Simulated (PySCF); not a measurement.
C₄H₅Si, SMILES C1[C]=C[SiH2]C=1, doublet, PBE0/def2-SVP optimised geometry.

```
10

C     -1.46     0.90    -1.15
C     -0.80     0.89     0.00
Si    -0.04    -0.84     0.00
C     -0.78    -1.30    -1.66
C     -1.49    -0.23    -2.08
H     -0.74     1.70     0.73
H     -0.51    -1.70     1.12
H      1.46    -0.84     0.00
H     -0.71    -2.22    -2.25
H     -2.05    -0.17    -3.02
```

Density from unrestricted PBE0/def2-TZVP run with PySCF 2.14.0 at that geometry.

Minimum of the electron density along straight lines between bonded atoms, close to the bond critical point (lines longer than 1.1 times the sum of covalent radii, or with two minima, are not listed):

```csv
bond,length / Å,ρ at the minimum / e bohr⁻³,∇²ρ there / e bohr⁻⁵,position (fraction from the first atom)
C1–C2,1.329,0.345,-1.00,0.52
C2–Si3,1.888,0.113,0.19,0.61
Si3–C4,1.881,0.118,0.20,0.39
C1–C5,1.464,0.275,-0.75,0.51
C4–C5,1.352,0.336,-0.97,0.49
C2–H6,1.092,0.274,-0.95,0.65
Si3–H7,1.495,0.119,0.15,0.49
Si3–H8,1.495,0.119,0.15,0.49
C4–H9,1.093,0.276,-0.96,0.65
C5–H10,1.095,0.280,-0.99,0.65
```
